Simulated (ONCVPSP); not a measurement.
**Configuration tests for Ba (Z = 56) (ONCV)**

ONCVPSP 4.0.1 input, shortened (lines: element, Z, core and valence counts, functional; n l f; lmax; l rc ep ncon nbas qcut; lloc lpopt rc5 dvloc0; l nproj debl; icmod fcfact rcfact), LDA (Perdew-Wang 92), fully relativistic:

```
  Ba 56.00    9    3  -001012      upf
    1    0    2.00
    2    0    2.00
    2    1    6.00
    3    0    2.00
    3    1    6.00
    3    2   10.00
    4    0    2.00
    4    1    6.00
    4    2   10.00
    5    0    2.00
    5    1    6.00
    6    0    1.00
    2
    0    2.45    0.00    4    7    5.30
    1    2.75    0.00    3    7    4.40
    2    2.20    0.19    4    7    3.90
    2    5    2.20    0.00
    0    2    3.60
    1    2    2.50
    2    0    0.90
    3    5.25    1.15
```

Open shells are filled in proportion to 2j + 1.

In the d channel the program set the typed energies aside and used 0.050 Ha (j = l + 1/2; the other j can differ).

Energies are relative to the spin-unpolarised reference configuration 5s2 5p6 6s1; without spin polarisation the order of configurations can differ from experiment. The d channel is local and has no spin–orbit splitting in the pseudo-atom.

```csv
valence configuration,charge,ΔE all-electron (eV),error AE − PS (meV)
5s2 5p6 6s2,0,-5.537,0.0
5s2 5p6 6s0,+2,10.164,+0.1
```

(1) What are ΔE and the potential's error for 5s2 5p6 6s1.5?

(2) What are ΔE and the potential's error for 5s2 5p6 5d1 6s0?

Answers

(1) ΔE = -3.329 eV all-electron; the error (AE − PS) is 0.0 meV.

(2) ΔE = 0.732 eV all-electron; the error (AE − PS) is +4.4 meV.

These tests converged, but a pseudo level misses the all-electron one widely, so the file describes the atom poorly there or has found another state: 5s2 5p6 5d1 6s0: empty 6s by 5.4 eV.
